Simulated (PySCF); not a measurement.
**HHfO + F₂ → HfOF + HF**

Level: PBE0 in the def2-TZVP basis family, computed in PySCF with density fitting; scalar-relativistic core potentials for atoms from Rb on, none lighter, no spin–orbit coupling; open shells unrestricted.

```tsv
species	state and structure	E (Eh)	ZPE (kJ/mol)	H(298 K) − H(0) (kJ/mol)	S° (J/(mol K))
HHfO	doublet, Cs, Hf–H 1.855 Å, Hf–O 1.734 Å; H–Hf–O 103.9°	-123.75016	19.0	10.6	268.7
F₂	singlet, D∞h, F–F 1.376 Å	-199.40856	6.6	8.7	201.9
HfOF	doublet, Cs, Hf–F 1.908 Å, Hf–O 1.742 Å; F–Hf–O 109.2°	-223.05156	10.8	11.8	292.6
HF	singlet, C∞v, H–F 0.920 Å	-100.39188	24.9	8.7	173.6
```

What is the electronic reaction energy?

At PBE0/def2-TZVP, ΔE = -747.5 kJ/mol from the differences of the total energies times 2625.5, downhill. 

Add zero-point, thermal and entropy terms for 298.15 K and 1 bar.

ΔZPE = 10.1 and Δ[H(298) − H(0)] = 1.2 kJ/mol give ΔH° = -736.2 kJ/mol. ΔS° = -4.4 J/(mol K), so ΔG° = -736.2 − 298.15 × (-0.0044) = -735 kJ/mol.

Spin–orbit coupling can matter for HHfO, HfOF and is left out. Open d or f shells are single determinants, so the state found may not be the ground state. Only the bonding shown was studied: isomers, or loss of a ligand pair, can lie lower.
